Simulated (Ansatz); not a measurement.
The same path of H$_{6}$O$_{2}$Si$_{2}$ (10 atoms, charge 0, multiplicity 1) was run 3 times with different band settings. Lost on the way: Si2–H6. Made: O1–H6.

Level of theory: UKS PBE/cc-pVDZ (Ansatz 0.2.0).

Relaxed end points:

```xyz
10
Properties=species:S:1:pos:R:3
O -1.349 0.398 -1.478
Si 0.060 0.604 -0.540
O 1.458 -0.028 -1.285
Si -0.048 -0.559 1.508
H -1.599 -0.541 -1.580
H 0.125 2.105 -0.408
H 1.701 0.445 -2.105
H -0.267 -2.032 1.251
H -1.213 -0.050 2.325
H 1.216 -0.392 2.316
```

```xyz
10
Properties=species:S:1:pos:R:3
O -1.255 0.694 -1.037
Si 0.699 1.070 -0.097
O 1.235 -0.171 -1.257
Si 0.052 -0.561 1.589
H -0.777 0.022 -1.593
H -1.418 1.442 -1.651
H 1.789 0.254 -1.942
H -0.557 -1.827 1.014
H -0.947 0.006 2.579
H 1.263 -0.981 2.399
```

Common settings: movable images 5; climbing image yes; spring 5.0 eV/Å²; optimiser quadratic models (default); start path through a guess of the saddle point; iteration limit 60; end points relaxed.

| run | force threshold |
| --- | --- |
| 1 | 0.05 eV/Å |
| 2 | 0.2 eV/Å |
| 3 | 0.5 eV/Å |

(1) What does each run give, and how far can it be trusted?

Results:

(1) Run 1: converged after 20 iterations, highest image 2.744 eV above the first end. The profile has 2 maxima (images 1, 4) with wells between them (image 2): this band takes more than one step, which may be the mechanism or a detour left from its start path. Neighbouring images differ by up to 2.0 eV, so the band resolves the path poorly. A vibrational analysis at the climbing image gives one clearly imaginary mode, 1214i cm⁻¹: a first-order saddle point.
Run 2: converged after 13 iterations, highest image 2.749 eV above the first end. The threshold of 0.2 eV/Å is loose, so the images may lie well off the minimum-energy path. Neighbouring images differ by up to 1.9 eV, so the band resolves the path poorly. The order of the stationary point at the top wasn't checked.
Run 3: converged after 9 iterations, highest image 2.756 eV above the first end. The threshold of 0.5 eV/Å is loose, so the images may lie well off the minimum-energy path. Neighbouring images differ by up to 2.0 eV, so the band resolves the path poorly. The order of the stationary point at the top wasn't checked.
The orbitals stay closed-shell, which can raise the energy where a bond breaks towards radicals; this wasn't checked here.
